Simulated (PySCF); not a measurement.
An element was calculated at UHF (PySCF 2.14, spin-free X2C, a triple-zeta basis, no spin-orbit coupling), in the ground configurations that NIST lists.

| Property | Result |
| --- | --- |
| first ionisation energy | 5.138 eV |
| second ionisation energy | 11.273 eV |
| third ionisation energy | 20.659 eV |

**Question.** Which element is it?

**Answer.** Ytterbium (Yb, Z = 70), in cc-pVTZ-X2C. NIST lists 6.254, 12.179, 25.053 ± 0.025 eV for these ionisation energies.
